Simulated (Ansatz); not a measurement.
Cartesian coordinates in Å:
```
C 0.3627 -0.6691 1.2709
Sn -0.9126 0.3995 -0.1189
F -1.3563 -0.9571 -1.4343
Se 0.4807 2.0621 -1.4764
H 0.9103 0.0486 1.8805
H -0.2463 -1.3184 1.8971
H 1.0451 -1.2577 0.6567
H -0.2837 1.6920 -2.6756
```

The species carries charge 0 and has multiplicity 2. Sn: def2 effective core potential.

(1) List the CAM-B3LYP/def2-TZVPP orbital energies in eV (Ansatz). (An estimate is asked.)

Results:

(1) Ansatz gave: α occupied: -12352.91, -1582.09, -1420.30, -1420.29, -1420.23, -671.98, -279.34, -214.69, -158.78, -158.73, -158.54, -141.42, -96.36, -96.29, -96.22, -59.62, -59.60, -59.45, -59.40, -59.37, -32.95, -30.49, -30.44, -30.39, -30.34, -29.92, -21.72, -21.24, -15.35, -13.62, -13.58, -12.63, -12.32, -12.24, -11.67, -10.01, -8.77, -7.51. α empty: 0.35, 0.59, 1.21, 1.29, 2.84, 3.14, 3.57, 4.16. β occupied: -12352.89, -1582.09, -1420.29, -1420.27, -1420.22, -671.92, -279.24, -214.66, -158.77, -158.68, -158.52, -141.36, -96.29, -96.25, -96.18, -59.59, -59.57, -59.43, -59.37, -59.34, -32.84, -30.40, -30.34, -30.30, -30.27, -29.83, -21.47, -21.02, -14.91, -13.54, -13.46, -12.47, -12.20, -12.09, -11.32, -9.38, -8.50. β empty: -2.84, 0.53, 0.87, 1.31, 1.43, 3.00, 3.20, 3.63. ⟨S²⟩ = 0.758.
